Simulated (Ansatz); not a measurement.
Stepwise reaction of `[CH3][Sn]([CH3])([Cl])[Cl]` with hydrogen sulfide, as a gas-phase model of exchange steps in deposition or etching. ΔE in kJ/mol; ΔG adds harmonic PBE0-D4 terms to CCSD(T)/CBS, at 1 bar.

Calculated with Ansatz (gas phase, PBE0-D4/def2-TZVP geometries, no zero-point term in ΔE). CCSD(T)/CBS is the MP2 limit (def2-TZVPP, def2-QZVPP) plus CCSD(T) − MP2 in def2-TZVPP, frozen cores. This one scheme is used for every species. DFT in def2-TZVPP. B3LYP here is the variant with VWN-RPA as its local correlation; programs differ in this. def2 core potentials past Kr. For Sn outer-core shells are correlated without core-valence functions, which leaves a few kJ/mol of doubt a bond. Each species was taken in one conformer, which may not be the lowest.

```
step                                                                reaction  PBE-D4  B3LYP-D4  ωB97M-V  CCSD(T)/CBS  ΔG(600 K)
   1  `[CH3][Sn]([CH3])([Cl])[Cl]` + H₂S → `[CH3][Sn]([SH])([Cl])[Cl]` + CH₄   -78.3     -78.5    -72.8        -71.4      -60.6
```

Q: Give the row of step 2, `[CH3][Sn]([SH])([Cl])[Cl]` + H₂S → `[SH][Sn]([SH])([Cl])[Cl]` + CH₄. (An estimate is asked.)

A: Computed: 
| step | reaction | PBE-D4 | B3LYP-D4 | ωB97M-V | CCSD(T)/CBS | ΔG(600 K) |
| --- | --- | --- | --- | --- | --- | --- |
| 2 | `[CH3][Sn]([SH])([Cl])[Cl]` + H₂S → `[SH][Sn]([SH])([Cl])[Cl]` + CH₄ | -70.9 | -71.0 | -65.4 | -64.3 | -41.2 |

Q: By hand: ΔE of the 2 steps together at CCSD(T)/CBS.

A: (-71.4) + (-64.3) = -135.7 kJ/mol, or -67.8 kJ/mol a step.

In ΔE each step is higher than the one before. All are downhill at CCSD(T)/CBS. ΔG lies between -60.6 and -41.2 kJ/mol a step. PBE-D4 differs from CCSD(T)/CBS by -6.9 to -6.6 kJ/mol a step. Isolated molecules leave out the surface, adducts and barriers. Largest T1 diagnostic: 0.012.
